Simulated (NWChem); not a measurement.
Molecule: C3H5, doublet; SMILES C[C]=C

All runs: NWChem. Spin-unrestricted. No stability test was run on the SCF state. The level has its own optimisation; frequencies are unscaled. Brackets give each atom's bonded neighbours.

Q: Estimate the computed values for B3LYP/3-21G. Quantities: r C–C [C(CC)–C(CHH)] (Å); r C–C [C(CC)–C(CHHH)] (Å); highest harmonic frequency (cm⁻¹); lowest (cm⁻¹); zero-point energy (kcal/mol); dipole (D).

A: 
| Property | Result |
|---|---|
| r C–C [C(CC)–C(CHH)] (Å) | 1.311 |
| r C–C [C(CC)–C(CHHH)] (Å) | 1.478 |
| highest harmonic frequency (cm⁻¹) | 3163 |
| lowest (cm⁻¹) | 179 |
| zero-point energy (kcal/mol) | 41.7 |
| dipole (D) | 0.89 |
